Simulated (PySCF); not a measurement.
Compound: C₆H₁₀N₂Si.
Atom-mapped SMILES: `[SiH3:1][c:2]1[cH:3][cH:4][n:5][n:6]1[CH:7]1[CH2:8][CH2:9]1`

Structure used (PBE0-D3(BJ)/def2-SVP), in Å, numbered top down from 1:
```xyz
19
C6H10N2Si angstrom
Si    -2.0993   -1.5343    0.1267
C     -1.3099    0.1335   -0.1500
C     -1.9021    1.3189   -0.5806
C     -0.8507    2.2506   -0.6386
N      0.2995    1.6965   -0.2733
N      0.0102    0.4371    0.0183
C      1.0501   -0.4721    0.3993
C      2.2999   -0.5502   -0.4240
C      2.3317    0.0628    0.9456
H     -1.4978   -2.5736   -0.7643
H     -1.9250   -1.9921    1.5401
H     -3.5520   -1.3932   -0.1755
H     -2.9534    1.4745   -0.8124
H     -0.8814    3.3009   -0.9264
H      0.6432   -1.3914    0.8276
H      2.3510    0.1365   -1.2728
H      2.7520   -1.5325   -0.5845
H      2.4037    1.1514    0.9976
H      2.8036   -0.4861    1.7644
```

Probes without a nucleus sit at each ring's centroid and 1 Å off its mean plane on both sides; NICS is minus the shielding there, NICSzz its component along the normal. Level: GIAO B97-2/pcSseg-1 (PySCF, non-relativistic, gas phase) on the PBE0-D3(BJ)/def2-SVP geometry, one conformer.

Ring bond lengths (Å): C2–C3 1.393, C3–C4 1.406, C4–N5 1.328, N5–N6 1.325, N6–C2 1.365; C7–C8 1.499, C8–C9 1.501, C9–C7 1.492.

Question: Give the NICS values of each ring in ppm.

Answer: 
```
          ring                                                 type  NICS(0)  NICS(1), two faces  NICS(1)zz, two faces  rms pucker (Å)  centre to ring atoms, mean (Å)
C2–C3–C4–N5–N6  5-membered ring with 2 N; formal bonds all aromatic    -12.8       -12.0 / -12.1         -30.6 / -30.2            0.00                            1.16
      C7–C8–C9       3-membered carbocycle; formal bonds all single    -40.0         -6.2 / -8.2         -19.5 / -22.7            0.00                            0.86
```

Question: What can be read from them?

Answer: 
- C2–C3–C4–N5–N6: mean NICS(1)zz -30.4 ppm, shielded. For a flat ring without four-coordinate atoms the NICS criterion counts such a value as aromatic.
- C7–C8–C9: mean NICS(1)zz -21.1 ppm, shielded. C7, C8, C9 have four or more neighbours; no verdict on aromaticity is drawn. A hydrogen on C9, outside the ring, lies only 1.42 Å from a NICS(1) probe, which then mostly feels that atom. The two faces differ by 3.2 ppm, so no symmetry operation interchanges them. NICS(0) lies 33 ppm below the mean NICS(1).

Question: What does the geometric index give? HOMA takes Krygowski's 1993 parameters.

Answer: 
- C2–C3–C4–N5–N6: HOMA 0.96; the largest term is that of N6–C2, α(R − Ropt)² = 0.09. The geometric and the magnetic index point the same way.

Question: At the second NICS(1) probe listed for ring C7–C8–C9, 1 Å off the ring, how large is the induced field along the normal in 7.05 T applied along it?

Answer: NICSzz × B0 = -22.7 ppm × 7.05 T = -160 μT, against the applied field.

Question: Give the inner angles of the rings.

Answer: 
- C2–C3–C4–N5–N6: C2 105.1°, C3 105.0°, C4 111.1°, N5 105.6°, N6 113.3°; sum 540.0° against 540° for a flat convex ring.
- C7–C8–C9: C7 60.2°, C8 59.7°, C9 60.1°; sum 180.0° against 180° for a flat convex ring.

Question: How do the values depend on the level or the medium?

Answer: 
```json
{"level": "B97-2/pcSseg-1, gas", "NICS(0), C2–C3–C4–N5–N6": "-12.8", "mean NICS(1)zz, C2–C3–C4–N5–N6": "-30.4", "NICS(0), C7–C8–C9": "-40.0", "mean NICS(1)zz, C7–C8–C9": "-21.1"}
{"level": "PBE0/pcSseg-1, gas", "NICS(0), C2–C3–C4–N5–N6": "-12.8", "mean NICS(1)zz, C2–C3–C4–N5–N6": "-30.5", "NICS(0), C7–C8–C9": "-40.4", "mean NICS(1)zz, C7–C8–C9": "-21.3"}
{"level": "PBE0/pcSseg-1, IEF-PCM acetone", "NICS(0), C2–C3–C4–N5–N6": "-12.6", "mean NICS(1)zz, C2–C3–C4–N5–N6": "-30.6", "NICS(0), C7–C8–C9": "-40.7", "mean NICS(1)zz, C7–C8–C9": "-21.5"}
{"level": "PBE0/pcSseg-1, IEF-PCM water", "NICS(0), C2–C3–C4–N5–N6": "-12.6", "mean NICS(1)zz, C2–C3–C4–N5–N6": "-30.6", "NICS(0), C7–C8–C9": "-40.7", "mean NICS(1)zz, C7–C8–C9": "-21.5"}
```

The geometry is the same throughout; the continuum's cavity takes Bondi-type radii × 1.2.

Time: 37 s of wall time; peak memory 0.97 GiB. Hardware: one thread, Arm Neoverse V1 (aarch64) (shared host). This is the whole shielding run at B97-2/pcSseg-1, SCF included.
